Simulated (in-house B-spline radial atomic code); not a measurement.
## How G0W0 and RPA depend on the start: Li⁻

Configuration [He] 2s2. Computed with a B-spline radial code for spherical atoms: all electrons, non-relativistic, point nucleus, each spin shell either full or empty, empty states to l = 9 with an (l + 1/2)⁻⁴ tail; G0W0 by contour deformation at full frequency.

```json
{"start": "Hartree-Fock", "mean-field 2s (eV)": "-0.396", "G0W0 (eV)": "?", "QP weight": "?", "RPA correlation (Eh)": "?"}
{"start": "LC-wPBE", "mean-field 2s (eV)": "-0.791", "G0W0 (eV)": "-0.666", "QP weight": "0.894", "RPA correlation (Eh)": "-0.11558"}
{"start": "wB97X", "mean-field 2s (eV)": "-0.726", "G0W0 (eV)": "?", "QP weight": "?", "RPA correlation (Eh)": "?"}
{"start": "CAM-B3LYP", "mean-field 2s (eV)": "-0.109", "G0W0 (eV)": "-0.502", "QP weight": "0.759", "RPA correlation (Eh)": "-0.1222"}
```

Question: What G0W0 level, weight and RPA correlation energy follow from the Hartree-Fock start?

Answer: G0W0 level -0.652 eV, weight 0.842, RPA correlation -0.106 hartree.

Question: What G0W0 level, weight and RPA correlation energy follow from the wB97X start?

Answer: G0W0 level -0.693 eV, weight 0.888, RPA correlation -0.11451 hartree.

Question: How much of the dependence on the start does G0W0 remove?

Answer: The mean-field levels span 0.681 eV and the G0W0 levels 0.19 eV. Against 0.618 eV (electron affinity of the neutral atom) the G0W0 removal energies are off by -0.12 to +0.07 eV.
